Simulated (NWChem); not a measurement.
System: CH3BeFS; SMILES [Be]([F])[S]C

NWChem input:

```
start job
memory heap 200 mb stack 900 mb global 1100 mb
geometry units angstroms noautoz
  Be     0.071638    -1.036525    -0.000323
  F     -0.418484    -2.339634    -0.001070
  S      0.772138     0.726345     0.001155
  C     -0.775627     1.711396     0.003163
  H     -1.374991     1.530529    -0.898959
  H     -0.470390     2.766141     0.009840
  H     -1.379424     1.520617     0.900247
end
basis spherical
  * library def2-svp
end
dft
  xc kt2
  iterations 150
  mulliken
end
task dft energy
```

Output (shortened):

```
             Northwest Computational Chemistry Package (NWChem) 7.3.0
             --------------------------------------------------------

 C1  symmetry detected

                             Geometry "geometry" -> ""
                             -------------------------

 Output coordinates in angstroms (scale by  1.889725989 to convert to a.u.)

  No.       Tag          Charge          X              Y              Z
 ---- ---------------- ---------- -------------- -------------- --------------
    1 Be                   4.0000     0.15536022    -1.09237360    -0.00017985
    2 F                    9.0000    -0.20210152    -2.43793455     0.00004051
    3 S                   16.0000     0.67620715     0.73166902     0.00001521
    4 C                    6.0000    -0.96223944     1.55713785    -0.00002527
    5 H                    1.0000    -1.53982492     1.31645093    -0.90237720
    6 H                    1.0000    -0.76392549     2.63710951     0.00580592
    7 H                    1.0000    -1.54465451     1.30781345     0.89683435

 Effective nuclear repulsion energy (a.u.)     119.0130701650

                                 NWChem DFT Module
                                 -----------------

 Summary of "ao basis" -> "ao basis" (spherical)
 ------------------------------------------------------------------------------
       Tag                 Description            Shells   Functions and Types
 ---------------- ------------------------------  ------  ---------------------
 Be                         def2-svp                 5        9   3s2p
 F                          def2-svp                 6       14   3s2p1d
 S                          def2-svp                 8       18   4s3p1d
 C                          def2-svp                 6       14   3s2p1d
 H                          def2-svp                 3        5   2s1p

            General Information
            -------------------
          SCF calculation type: DFT
          Wavefunction type:  closed shell.
          No. of atoms     :     7
          No. of electrons :    38
           Alpha electrons :    19
            Beta electrons :    19
          Charge           :     0
          Spin multiplicity:     1
          Use of symmetry is: off; symmetry adaption is: off
          Maximum number of iterations: 150
          AO basis - number of functions:    70
                     number of shells:    34
          Convergence on energy requested:  1.00D-06
          Convergence on density requested:  1.00D-05
          Convergence on gradient requested:  5.00D-04

              XC Information
              --------------
                          KT2 Method XC Functional
                        Slater Exchange Functional  1.072 local
                           KT1 gradient correction  1.000 non-local
            Perdew 1991 LDA Correlation Functional  0.577 local

             Grid Information
             ----------------
          Grid used for XC integration:  medium
          Radial quadrature: Mura-Knowles
          Angular quadrature: Lebedev.
          Tag              B.-S. Rad. Rad. Pts. Rad. Cut. Ang. Pts.
          ---              ---------- --------- --------- ---------
          Be                  1.05       49          10.0       434
          F                   0.50       49          12.0       434
          S                   1.00       88           8.0       590
          C                   0.70       49          10.0       434
          H                   0.35       45          12.0       434
          Grid pruning is: on
          Number of quadrature shells:   370
          Spatial weights used:  Erf1

      Superposition of Atomic Density Guess
      -------------------------------------

 Sum of atomic energies:        -550.31620424

      Non-variational initial energy
      ------------------------------

 Total energy =    -551.459724
 1-e energy   =    -995.315575
 2-e energy   =     324.842781
 HOMO         =      -0.301651
 LUMO         =      -0.017151

     ---------------------------------------------
      Total Density - Mulliken Population Analysis
     ---------------------------------------------

    Atom       Charge   Shell Charges
 -----------   ------   -------------------------------------------------------
    1 Be   4     3.09   1.99  0.48  0.07  0.49  0.07
    2 F    9     9.70   1.99  1.15  0.79  3.58  2.18  0.00
    3 S   16    16.37   2.00  1.99  1.20  0.63  5.94  1.80  2.77  0.04
    4 C    6     6.19   1.99  0.93  0.26  1.91  1.07  0.02
    5 H    1     0.88   0.67  0.19  0.02
    6 H    1     0.88   0.67  0.19  0.02
    7 H    1     0.88   0.67  0.19  0.02

   convergence    iter        energy       DeltaE   RMS-Dens  Diis-err
 ---------------- ----- ----------------- --------- --------- ---------
 d= 0,ls=0.0,diis     1   -557.8658365925 -6.77D+02  2.09D-02  4.22D-01
 d= 0,ls=0.0,diis     2   -557.6374586940  2.28D-01  1.16D-02  3.16D+00
 d= 0,ls=0.0,diis     3   -557.9380488937 -3.01D-01  3.03D-03  1.83D-02
 d= 0,ls=0.0,diis     4   -557.9387834123 -7.35D-04  1.50D-03  1.59D-02
 d= 0,ls=0.0,diis     5   -557.9410254914 -2.24D-03  3.30D-04  4.97D-04
  Resetting Diis
 d= 0,ls=0.0,diis     6   -557.9410895820 -6.41D-05  8.94D-05  2.62D-05
 d= 0,ls=0.0,diis     7   -557.9410935464 -3.96D-06  6.54D-05  3.48D-06
 d= 0,ls=0.0,diis     8   -557.9410925744  9.72D-07  4.06D-05  9.15D-06
 d= 0,ls=0.0,diis     9   -557.9410941456 -1.57D-06  1.99D-06  4.39D-08
 d= 0,ls=0.0,diis    10   -557.9410941497 -4.11D-09  5.86D-07  4.51D-09

         Total DFT energy =     -557.941094149736
      One electron energy =     -999.245271828974
           Coulomb energy =      373.399219300300
    Exchange-Corr. energy =      -51.108111786091
 Nuclear repulsion energy =      119.013070165029

 Numeric. integr. density =       38.000004211030

                       DFT Final Molecular Orbital Analysis
                       ------------------------------------

 Vector   17  Occ=2.000000D+00  E=-3.464930D-01
              MO Center= -9.2D-02,  3.5D-01,  2.6D-04, r^2= 3.9D+00
   Bfn.  Coefficient  Atom+Function         Bfn.  Coefficient  Atom+Function
  ----- ------------  ---------------      ----- ------------  ---------------
    13      0.300857  2 F  px                46      0.259922  4 C  py
    34      0.245573  3 S  px                31      0.221559  3 S  px
    45     -0.221739  4 C  px                16     -0.205016  2 F  px
    32     -0.197154  3 S  py                61      0.183758  6 H  s
    35     -0.181666  3 S  py                49      0.153734  4 C  py

 Vector   18  Occ=2.000000D+00  E=-2.726466D-01
              MO Center=  4.7D-01,  8.0D-01,  6.1D-04, r^2= 2.2D+00
   Bfn.  Coefficient  Atom+Function         Bfn.  Coefficient  Atom+Function
  ----- ------------  ---------------      ----- ------------  ---------------
    34      0.319555  3 S  px                35      0.305439  3 S  py
    32      0.274437  3 S  py                 2     -0.269416  1 Be s
    31      0.269648  3 S  px                27      0.240574  3 S  s
     5      0.235731  1 Be py                26      0.199505  3 S  s
    45     -0.158641  4 C  px                61     -0.158947  6 H  s

 Vector   19  Occ=2.000000D+00  E=-2.198279D-01
              MO Center=  4.7D-01,  6.0D-01, -4.3D-04, r^2= 2.1D+00
   Bfn.  Coefficient  Atom+Function         Bfn.  Coefficient  Atom+Function
  ----- ------------  ---------------      ----- ------------  ---------------
    36      0.611942  3 S  pz                33      0.424301  3 S  pz
    30      0.238877  3 S  pz                 6     -0.139100  1 Be pz
    56      0.133122  5 H  s                 66     -0.132295  7 H  s
    47     -0.115443  4 C  pz                15      0.093499  2 F  pz
    18     -0.086496  2 F  pz                57      0.082558  5 H  s

 Vector   20  Occ=0.000000D+00  E=-4.775981D-02
              MO Center= -1.3D-01, -1.5D-01,  3.2D-04, r^2= 4.5D+00
   Bfn.  Coefficient  Atom+Function         Bfn.  Coefficient  Atom+Function
  ----- ------------  ---------------      ----- ------------  ---------------
    44      0.942916  4 C  s                  4     -0.438461  1 Be px
    62     -0.411487  6 H  s                  7      0.384959  1 Be px
    27     -0.375461  3 S  s                 35     -0.311095  3 S  py
    48      0.288724  4 C  px                34      0.281086  3 S  px
    43      0.271827  4 C  s                 57     -0.221908  5 H  s

 Vector   21  Occ=0.000000D+00  E=-3.292310D-02
              MO Center=  1.9D-01, -8.7D-01,  3.4D-04, r^2= 5.3D+00
   Bfn.  Coefficient  Atom+Function         Bfn.  Coefficient  Atom+Function
  ----- ------------  ---------------      ----- ------------  ---------------
     3      1.114528  1 Be s                 27     -0.644286  3 S  s
    35      0.293757  3 S  py                 2      0.271178  1 Be s
    12     -0.262861  2 F  s                 34      0.241182  3 S  px
    26     -0.239089  3 S  s                 48      0.229513  4 C  px
     8      0.166844  1 Be py                25      0.158124  3 S  s

 Vector   22  Occ=0.000000D+00  E=-4.133395D-03
              MO Center=  2.8D-02, -8.1D-01, -8.8D-04, r^2= 4.1D+00
   Bfn.  Coefficient  Atom+Function         Bfn.  Coefficient  Atom+Function
  ----- ------------  ---------------      ----- ------------  ---------------
     9     -0.568055  1 Be pz                 6      0.547879  1 Be pz
    67     -0.326445  7 H  s                 57      0.324222  5 H  s
    36      0.314301  3 S  pz                50      0.297195  4 C  pz
    15     -0.227347  2 F  pz                18      0.214596  2 F  pz
    33      0.176555  3 S  pz                30      0.093080  3 S  pz

     ---------------------------------------------
      Total Density - Mulliken Population Analysis
     ---------------------------------------------

    Atom       Charge   Shell Charges
 -----------   ------   -------------------------------------------------------
    1 Be   4     3.55   2.00  0.46 -0.01  0.93  0.17
    2 F    9     9.36   1.99  1.18  0.75  3.36  2.07  0.00
    3 S   16    16.20   2.00  1.99  1.26  0.59  5.94  1.82  2.54  0.05
    4 C    6     6.13   1.99  0.94  0.17  2.03  0.96  0.03
    5 H    1     0.92   0.74  0.16  0.02
    6 H    1     0.92   0.74  0.16  0.02
    7 H    1     0.92   0.74  0.16  0.02

     -------------------------------------------
      Total Density - Lowdin Population Analysis
     -------------------------------------------

    Atom       Charge   Shell Charges
 -----------   ------   -------------------------------------------------------
    1 Be   4     3.81   1.97  0.42  0.13  0.89  0.41
    2 F    9     9.26   1.98  1.05  0.75  3.24  2.24  0.00
    3 S   16    15.89   2.00  1.96  0.97  0.62  5.82  1.91  2.55  0.07
    4 C    6     6.14   1.97  0.61  0.33  1.82  1.34  0.07
    5 H    1     0.97   0.64  0.25  0.07
    6 H    1     0.96   0.64  0.25  0.07
    7 H    1     0.97   0.64  0.25  0.07

     Multipole analysis of the density
     ---------------------------------

     L   x y z        total         alpha         beta         nuclear
     -   - - -        -----         -----         ----         -------
     0   0 0 0     -0.000000    -19.000000    -19.000000     38.000000

     1   1 0 0     -0.481317     -0.240659     -0.240659      0.000000
     1   0 1 0      0.560997      0.280498      0.280498      0.000000
     1   0 0 1     -0.000075     -0.000037     -0.000037      0.000000

     2   2 0 0    -21.487751    -44.090972    -44.090972     66.694194
     2   1 1 0     -2.736039      4.667279      4.667279    -12.070596
     2   1 0 1     -0.000310      0.000035      0.000035     -0.000381
     2   0 2 0    -25.213717   -176.476058   -176.476058    327.738400
     2   0 1 1      0.001389      0.000505      0.000505      0.000380
     2   0 0 2    -22.316481    -14.048357    -14.048357      5.780233
```

Level: KT2/def2-SVP. Geometry: optimised at PBE0/def2-SVP.
